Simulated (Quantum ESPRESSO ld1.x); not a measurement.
The numbers below are computed, except where a source is named.
All-electron atom: neutral germanium in [Ar] 3d10 4s2 4p2. Level of theory: scalar-relativistic Kohn-Sham, LDA (Slater exchange, VWN5 correlation), spin-polarised, spherical densities, point nucleus; open shells are filled with parallel spins first (ld1.x of Quantum ESPRESSO 7.5). Some entries of the table are withheld. Estimate them.

orbital  occ.  eigenvalue (eV)  <1/r> (bohr^-1)  r(max) (bohr)
1s up       1         -10941.0            32.33        0.03077
1s down     1         -10940.9            32.33        0.03077
2s up       1         -1369.27            7.094         0.1763
2s down     1         -1369.24            7.094         0.1763
2p up       3         -1197.88            6.963         0.1412
2p down     3         -1197.83            6.962         0.1412
3s up       1         -167.588            2.281         0.5429
3s down     1         -167.517            2.282         0.5429
3p up       3         -115.243            2.130         0.5430
3p down     3         -115.156            2.131         0.5430
3d up       5         -29.4582            1.778         0.5017
3d down     5         -29.2884            1.784         0.5015
4s up       1         -12.3771           0.6229          1.738
4s down     1         -11.1055           0.6272          1.721
4p up       2          -4.4766              (1)          2.199
4p down     0          -3.2429              (2)          2.201

Answer. 
(1) 4p up <1/r> (bohr^-1): 0.4608
(2) 4p down <1/r> (bohr^-1): 0.4475
